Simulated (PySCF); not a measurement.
Species: C2H8GeO2.
Cartesian coordinates in Å at the PBE0-D3(BJ)/def2-SVP level; atoms count from 1:
```
atom  x, y, z in Å
C1    -1.7760    0.3462    0.2428
O2    -0.4792   -0.1655    0.2309
C3     0.0749   -0.3004   -1.0474
O4     1.4077   -0.5911   -0.9292
Ge5    2.3547    0.2867    0.3245
H6    -1.8328    1.3415   -0.2410
H7    -2.0884    0.4468    1.2908
H8    -2.4914   -0.3248   -0.2710
H9    -0.0965    0.6466   -1.6151
H10   -0.4179   -1.1269   -1.6013
H11    3.8032    0.0797   -0.1422
H12    1.9656    1.7780    0.2920
H13    2.1360   -0.3259    1.7146
```

Jobs on this species (13 atoms, 68 electrons) with PySCF (density fitting). Hardware of each: one thread of an x86-64 server, on a shared host. Times come from a shared host and carry two figures at best.

Problem. Rank these jobs by wall time, shortest first.
A. LDA/def2-SVPD; 10 singlets by full TDDFT, 4 Tamm–Dancoff triplets, polarisability, ΔSCF ions; 188 basis functions
B. PBE/def2-SVPD; 10 singlets by full TDDFT, 4 Tamm–Dancoff triplets, polarisability, ΔSCF ions; 188 basis functions
C. PBE0/def2-TZVP; 10 singlets by full TDDFT, 4 Tamm–Dancoff triplets, polarisability; 220 basis functions

Solution. C (28 s), A (63 s), B (1.8 min).

All jobs:

```tsv
level and settings	work	basis functions	SCF cycles	wall time
PBE0/def2-TZVP	10 singlets by full TDDFT, 4 Tamm–Dancoff triplets, polarisability	220	12	28 s
LDA/def2-SVPD	10 singlets by full TDDFT, 4 Tamm–Dancoff triplets, polarisability, ΔSCF ions	188	13	63 s
CAM-B3LYP/def2-SVPD	10 singlets by full TDDFT, 4 Tamm–Dancoff triplets, polarisability, ΔSCF ions	188	11	70 s
PBE0/def2-SVPD	10 singlets by full TDDFT, 4 Tamm–Dancoff triplets, polarisability, ΔSCF ions	188	11	72 s
B3LYP/def2-SVPD	10 singlets by full TDDFT, 4 Tamm–Dancoff triplets, polarisability, ΔSCF ions	188	12	81 s
BHandHLYP/def2-SVPD	10 singlets by full TDDFT, 4 Tamm–Dancoff triplets, polarisability, ΔSCF ions	188	11	83 s
PBE0-D3(BJ)/def2-SVP, grid level 1	geometry optimisation from a GFN2-xTB start	128	101	84 s
LC-wPBE/def2-SVPD	10 singlets by full TDDFT, 4 Tamm–Dancoff triplets, polarisability, ΔSCF ions	188	11	95 s
PBE/def2-SVPD	10 singlets by full TDDFT, 4 Tamm–Dancoff triplets, polarisability, ΔSCF ions	188	13	1.8 min
```

Problem. What do all jobs in the table cost together?

Solution. About 11 min; the longest takes about 16 % of that, and about 3.9 times as long as the shortest.
